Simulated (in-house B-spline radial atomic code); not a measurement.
How numerical settings move a run on Cl, [Ne] 3s2 3p5. Computed with a B-spline radial code for spherical atoms: Dirac-Hartree-Fock, average of configuration, Fermi nucleus of rms radius 3.3654 fm.

Command:
```bash
python run_scf.py task.json out
```
Settings of the sound reference run:
```
Z                17
electrons        17
configuration    [Ne] 3s2 3p5
hamiltonian      dirac
method           hf
spin_polarised   False
nucleus          fermi
rms_radius       3.3654
mass_number      35
atomic_mass      34.96885
speed_of_light   137.036
knot_spacing     0.22
spline_order     8
gauss_points     12
box_radius       50
max_iterations   70
damping          0.5
damped_steps     3
diis_vectors     10
tolerance        1e-08
start            Thomas-Fermi
```

Run time, properties included: 1.5 s on 1 thread of Arm Neoverse N1, on a shared host.

It converges in 10 iterations to -460.938365 hartree, with 3p3/2 at -13.7161 eV. The other runs change the listed settings, some to values that make no sense; their results aren't properties of the atom or ion. Radii are in bohr (the nuclear one in fm), a minus after a letter asks for a j subshell, and «unchanged» means within 1e-8 hartree. The run stops when the residual is below 10 × tolerance × max(1, Z/10), or a noise floor if that is larger, and the energy moves by less than 1e-8 × √|E| hartree; so very loose and very tight tolerances often act alike.

```tsv
changed settings	outcome
spline_order = 7, gauss_points = 3, max_iterations = 100	converged in 10 iterations, energy +1.51e-06 hartree from the reference, 3p3/2 level +7.6e-06 eV
damped_steps = 8	converged in 14 iterations, energy unchanged, 3p3/2 level -3.8e-07 eV
box_radius = 7.5, max_iterations = 60, damped_steps = 30	converged in 23 iterations, energy +3.65e-04 hartree from the reference, 3p3/2 level +1.9e-02 eV (the program warns: 3p3/2 reaches the box edge; 3s1/2 reaches the box edge)
knot_spacing = 0.55, max_iterations = 100, tolerance = 0.01	converged in 9 iterations, energy +3.99e-03 hartree from the reference, 3p3/2 level +2.7e-05 eV
electrons = 19, configuration = [Ne] 3s2 3p7, max_iterations = 60	stopped with error: shell 3p holds at most 6 electrons
electrons = 18, configuration = [Ne] 3s2 3p5 4s-1, max_iterations = 75	stopped with error: j subshells need the Dirac Hamiltonian and l > 0
knot_spacing = 0.1, gauss_points = 3, max_iterations = 60, damping = 0.95, diis_vectors = 20	converged in 9 iterations, energy +1.28e-06 hartree from the reference, 3p3/2 level +3.7e-05 eV
first_knot = 0.00588	converged in 10 iterations, energy -1.70e-05 hartree from the reference, 3p3/2 level +4.3e-05 eV
damped_steps = 1	converged in 8 iterations, energy unchanged, 3p3/2 level -2.9e-06 eV
diis_vectors = 1	converged in 14 iterations, energy unchanged, 3p3/2 level +2.8e-06 eV
damped_steps = 0	converged in 8 iterations, energy unchanged, 3p3/2 level +4.9e-06 eV
first_knot = 0.0176	converged in 10 iterations, energy +4.16e-03 hartree from the reference, 3p3/2 level +3.9e-04 eV
first_knot = 5.88e-05	converged in 10 iterations, energy unchanged
```

(1) What happens with gauss_points = 8, first_knot = 0.00588, max_iterations = 2, damped_steps = 8?

(2) What happens with first_knot = 0.0588?

(3) What happens with first_knot = 0.176?

(4) What happens with diis_vectors = 4?

Answers

(1) Not converged after 2 iterations, last residual 8.5e-02, last energy +3.30e-01 hartree from the reference.

(2) Converged in 10 iterations, energy +6.60e-02 hartree from the reference, 3p3/2 level +9.2e-03 eV.

(3) Converged in 10 iterations, energy +9.75e-01 hartree from the reference, 3p3/2 level +2.1e-01 eV.

(4) Converged in 10 iterations, energy unchanged, 3p3/2 level -4.3e-07 eV.
